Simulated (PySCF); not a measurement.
YF2, SMILES [Y+]([F])[F], charge +1.

The structure is a stationary point at B3LYP-D3(BJ)/def2-TZVP. The multiplicity is an assumed one; other spin states were not compared. The isomer is the one that the SMILES or the coordinates give; other isomers of the formula were not compared. The def2 effective core potentials stand for the cores of Y; spin–orbit coupling is left out.

The numbers are results of PySCF with B3LYP-D3(BJ)/def2-TZVP, not measurements.

Frequencies are harmonic and unscaled.

**Question.** Estimate the vibrational spectrum. (Estimate from the structure and the level; the computed values follow.)

**Answer.** 
| mode | ν (cm⁻¹) | IR (km/mol) | Raman (Å⁴/amu) | depolarisation | moving atoms (share of kinetic energy) |
|---|---|---|---|---|---|
| 1 | 148 | 23.8 | 1.4 | 0.74 | F 83 %, Y 17 % |
| 2 | 671 | 219.3 | 1.2 | 0.75 | F 77 %, Y 23 % |
| 3 | 679 | 67.5 | 7.8 | 0.07 | F 87 %, Y 13 % |
